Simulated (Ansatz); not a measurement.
`CS[S][GaH][F]` + `CCI` → `[F][GaH][I]` + `CCSSC`  (formal exchange of groups at a Ga–S bond)

Computed with Ansatz on PBE0-D4/def2-TZVP structures; ΔE is electronic, products minus reactants. CBS: MP2 limit from def2 TZ/QZ plus the TZ coupled-cluster correction, frozen cores. Functionals use def2-TZVPP. B3LYP here is the variant with VWN-RPA as its local correlation; programs differ in this. def2 core potentials past Kr. For Ga, I outer-core shells are correlated without core-valence functions, which leaves a few kJ/mol of doubt a bond. Scalar relativity is left out up to krypton. One conformer a species, not always the lowest.

| level | ΔE (kJ/mol) | difference from CCSD(T)/CBS |
| --- | --- | --- |
| LDA (SPW92) | -54.8 | -5.8 |
| BLYP-D4 | -44.7 | 4.3 |
| r2SCANh-D4 | -55.5 | -6.5 |
| ωB97X-V | -56.5 | -7.5 |
| PBE | -51.5 | -2.5 |
| BLYP | -46.9 | 2.1 |
| B3LYP | -51.7 | -2.7 |
| CAM-B3LYP | -54.9 | -5.9 |
| RPA@PBE/def2-TZVPP | -45.0 | 4.0 |
| MP2/def2-SVP | -61.1 | -12.1 |
| CCSD/def2-SVP | -59.2 | -10.2 |
| CCSD/def2-TZVPP | -51.8 | -2.8 |
| MP2/def2-QZVPP | -52.9 | -3.9 |
| SCS-MP2/def2-QZVPP | -51.4 | -2.4 |
| HF/CBS(def2) | -63.8 | -14.8 |
| MP2/CBS(def2) | -52.4 | -3.4 |
| CCSD(T)/CBS | -49.0 | 0 |

Task: What do rigid-rotor, harmonic-oscillator terms from PBE0-D4/def2-TZVP frequencies (298.15 K, 1 bar) make of the CCSD(T)/CBS value? (An estimate is asked.)

Result: Computed: ΔZPE = +0.8 kJ/mol, ΔH = -48.5 kJ/mol, ΔS = -2 J/(mol·K), ΔG = -48.0 kJ/mol.

Largest T1 diagnostic among the species: 0.014.

In def2-TZVPP, CCSD(T) changes the Hartree–Fock value by +13.3 kJ/mol (the triples alone add +1.9 kJ/mol) and MP2 by +9.9 kJ/mol. From PBE to PBE0 (25 % exact exchange), in def2-TZVPP and without D4, ΔE moves by −5.1 kJ/mol.

CCSD(T)/CBS has its own doubt, a few kJ/mol and more with outer-core shells, so smaller differences from it don't rank the levels.
